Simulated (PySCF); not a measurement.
# Energy profile

The step: BH₃ + H₂O → BH₃O ([BH2][OH]) + H₂; bonds formed: H2–H5; dative contacts that become bonds: B1–O6; bonds broken: B1–H2, H5–O6 (atoms numbered as in the saddle structure below).

B1  (-0.488, 0.000, -0.218)
H2  (0.025, -1.226, -0.331)
H3  (-0.868, 0.301, -1.308)
H4  (-1.249, -0.043, 0.705)
H5  (0.762, -0.563, -0.054)
O6  (0.892, 0.678, 0.131)
H7  (0.927, 0.853, 1.076)
(Å)

Electronic energies by CCSD(T) at an estimated basis limit (MP2 extrapolated from triple and quadruple zeta, plus CCSD(T) − MP2 in triple zeta), on PBE0-D4/def2-TZVP structures; BH$_{5}$O, singlet; no counterpoise correction. Program: PySCF 2.14 with density fitting (its default auxiliary sets; JK sets also for MP2 and CCSD(T)). Basis: def2-TZVPP and def2-QZVPP. Cores are frozen in the correlated methods. Extrapolation: Hartree–Fock as exp(−7.88 √X), correlation as X^−2.97.

Q: Give the profile in kJ/mol, counted from the separated reactants. (To be estimated.)

A: By the calculation:
```
                                                                                              point  kJ/mol
                     separated: BH$_{3}$ (B1, H2, H3, H4; singlet) + H$_{2}$O (H5, O6, H7; singlet)     0.0
                                                                                    start structure   -61.7
                                                                                             saddle    40.1
                                                                                      end structure  -127.5
separated: BH$_{3}$O (linked as [BH2][OH]; B1, H3, H4, O6, H7; singlet) + H$_{2}$ (H2, H5; singlet)  -125.8
```

T1 diagnostic: at most 0.015. The end structure is not quite a true minimum (one mode of 56i cm⁻¹).

The step is the kind of ligand exchange by which a precursor binds to a hydroxyl group, or is hydrolysed, in atomic layer deposition of oxides.

For scale, one of the runs: CCSD(T)/def2-TZVPP, 132 basis functions, launched by `OMP_NUM_THREADS=4 python run.py`. The run took 76 s on 4 CPU threads of an AMD EPYC (shared host), with 0.62 GiB of host memory at its peak.
